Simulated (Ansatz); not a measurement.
`B[NH][GeH3]` + `[AlH2][SH]` → `B[S][AlH2]` + `[NH2][GeH3]` at 500 K and 1 bar (ligand exchange at a B–N bond).

Calculated with Ansatz (gas phase, PBE0-D4/def2-TZVP geometries, no zero-point term in ΔE). CCSD(T)/CBS adds triple-zeta CCSD(T) − MP2 to the extrapolated MP2 energy (def2 sets, frozen cores). This one scheme is used for every species. For Ge outer-core shells are correlated without core-valence functions, which leaves a few kJ/mol of doubt a bond. Scalar relativity is left out up to krypton.

| species | CCSD(T)/CBS energy (Eh) | H − E (kJ/mol) | S (J/(mol·K)) |
| --- | --- | --- | --- |
| `B[NH][GeH3]` | -2159.24687 | 198.7 | 357.6 |
| `[AlH2][SH]` | -641.61836 | 86.7 | 303.7 |
| `B[S][AlH2]` | -667.02114 | 131.1 | 353.4 |
| `[NH2][GeH3]` | -2133.81884 | 158.0 | 315.9 |

H − E and S are ideal-gas, rigid-rotor, harmonic terms from PBE0-D4/def2-TZVP. 1 Eh = 2625.50 kJ/mol, R = 8.31446 J/(mol·K).

Problem. By hand: ΔE, ΔH, ΔS and ΔG.

Solution. ΔE = (-667.02114) + (-2133.81884) − (-2159.24687) − (-641.61836) = 0.02525 Eh = 66.3 kJ/mol. Δ(H − E) = 131.1 + 158.0 − 198.7 − 86.7 = 3.7, so ΔH = 70.0 kJ/mol. ΔS = 353.4 + 315.9 − 357.6 − 303.7 = 8.0 J/(mol·K). ΔG = 70.0 − 500 × (8.0)/1000 = 66.0 kJ/mol.

Problem. By hand: the equilibrium constant, and the temperature at which ΔG would vanish if ΔH and ΔS stayed fixed.

Solution. log₁₀ K = −ΔG/(RT ln 10) = -6.9. ΔG = 0 at ΔH/ΔS = 8750 K, far beyond where these terms or the molecules hold.

The number of gas molecules stays the same, so ΔS is small and ΔH decides. A doubt of 5 kJ/mol in ΔE shifts log₁₀ K by 0.5 here. These are equilibria of isolated gas molecules and say nothing of rates. Largest T1 diagnostic: 0.014 (customary marks: 0.02 for closed shells, 0.045 for open ones).
